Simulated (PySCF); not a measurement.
C2H6ClFSi2, SMILES C=C(F)[Si@H]([SiH3])Cl.

Geometry optimised at PBE0-D3(BJ)/def2-SVP. The structure was generated by enumeration; whether it is a known compound was not checked. Other conformers were not sampled.

Level of theory: SMD-PBE0/6-31G* (PySCF).

Solvation free energies are E(SMD) − E(gas) at the gas-phase geometry, for 1 M in both phases. In vacuum the dipole moment is 0.64 D.

```csv
solvent,ΔG(solv) (kcal/mol),its non-electrostatic (CDS) part,dipole (D)
water,2.9,5.3,0.79
n-hexane,(withheld),(withheld),(withheld)
acetone,-2.2,0.1,0.78
```

Complete the blanks. (An estimate is asked for; the answer gives what the named calculation found.)


- n-hexane, ΔG(solv) (kcal/mol): -1.8
- n-hexane, its non-electrostatic (CDS) part: -0.9
- n-hexane, dipole (D): 0.70
